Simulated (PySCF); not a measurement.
EPR parameters of C3H8NOSi2

Compound: C₃H₈NOSi₂ (doublet state).
Structure used (GFN2-xTB), in Å, numbered top down from 1:
```
atom  x, y, z in Å
O1     2.522    1.406    1.147
C2     2.569    0.205    1.012
N3     1.723   -0.445    0.204
Si4    0.545    0.591   -0.635
C5    -0.900    1.069    0.559
Si6   -2.054   -0.240   -0.241
C7    -0.674   -0.641   -1.510
H8     3.305   -0.428    1.541
H9     1.820   -1.443    0.091
H10   -0.674    0.920    1.612
H11   -1.249    2.092    0.458
H12   -2.388   -1.361    0.642
H13   -3.271    0.319   -0.828
H14   -0.929   -0.358   -2.527
H15   -0.349   -1.678   -1.549
```

The hyperfine couplings belong to this conformer and change with its torsions.

The species is `O=CN[Si]1C[SiH2]C1` [radical].

The calculation used UKS B3LYP, pcH-1 on C H N O Si, non-relativistic, mean-field spin-orbit, GIAO in PySCF 2.14.0. Geometry: GFN2-xTB, one conformer, isolated molecule. Couplings are sensitive to structure, and on GFN2-xTB geometries they can be far from those on DFT ones, by a factor of two or more for some ions and for spin on atoms past the first row. No stability test was run, so a lower SCF solution isn't excluded.

```json
{
  "g1, g2, g3": "2.00160, 2.00220, 2.00297",
  "g_iso": "2.00226",
  "Form of g": "rhombic: the two nearest values differ by 44 % of g3 − g1",
  "⟨S²⟩": "0.7517 (exact 0.7500)",
  "α and β electrons": "35, 34",
  "HOMO–LUMO gap, α and β orbitals": "5.32, 4.60 eV",
  "Total energy": "-828.13502 Eh",
  "Basis functions": "275"
}
```

Isotropic coupling and dipolar principal values T1 to T3, in MHz; ρ(0) is the spin density at the nucleus:

```csv
atom,isotope,a_iso,of which spin–orbit,T1,T2,T3,Mulliken spin population,ρ(0) (bohr⁻³)
O1,17O,-7.1,0.0,-12.1,5.3,6.8,0.03,0.0118
C2,13C,-1.0,0.0,-1.8,-0.4,2.3,0.01,-0.0008
N3,14N,5.2,0.0,-2.6,-2.4,5.0,0.02,0.0161
Si4,29Si,-657.5,1.0,-146.9,72.4,74.5,0.77,0.7409
C5,13C,36.5,0.0,-10.4,-9.6,19.9,0.08,0.0324
Si6,29Si,-31.9,0.0,-2.9,1.2,1.7,0.01,0.0359
C7,13C,27.0,0.0,-9.0,-8.2,17.2,0.06,0.0240
H8,1H,4.9,0.0,-1.9,-1.7,3.5,0.00,0.0011
H9,1H,7.2,0.0,-4.5,-1.1,5.6,0.00,0.0016
H10,1H,3.7,0.0,-5.9,-0.2,6.1,0.00,0.0008
H11,1H,3.8,0.0,-6.1,-3.0,9.1,0.00,0.0009
H12,1H,17.3,0.0,-1.0,-0.8,1.8,0.01,0.0039
H13,1H,21.1,0.0,-1.1,-0.6,1.8,0.01,0.0047
H14,1H,9.8,0.0,-5.6,-3.0,8.7,0.00,0.0022
H15,1H,4.8,0.0,-5.3,-0.3,5.6,0.00,0.0011
```

The Mulliken spin populations are largest on Si4 (+0.77), C5 (+0.08) and C7 (+0.06). Si4 is the only atom above +0.15. The angles at Si4 add up to 303.4°, so it is pyramidal.

Under fast tumbling the dipolar parts average out, and these isotropic splittings remain: 2 × 1H (H12/H13, I = 1/2, 3 lines) with 0.69 mT, 1 × 1H (H9, I = 1/2, 2 lines) with 0.26 mT, 4 × 1H (H10/H11/H14/H15, I = 1/2, 5 lines) with 0.20 mT, 1 × 14N (N3, I = 1, 3 lines) with 0.19 mT and 1 × 1H (H8, I = 1/2, 2 lines) with 0.17 mT.

Means are taken over nuclei equivalent by connectivity, which assumes that they swap fast. The 1H value of +5.6 MHz is a mean of couplings from 3.7 to 9.8 MHz in this one geometry, not an average over conformers.

The 13C coupling of C5/C7 (mean 31.7 MHz) shows only in satellite lines or after enrichment, since that isotope makes up about 1.07 % of natural carbon.

The 29Si coupling of Si4 (-657.5 MHz) shows only in satellite lines or after enrichment, since that isotope makes up about 4.7 % of natural silicon.
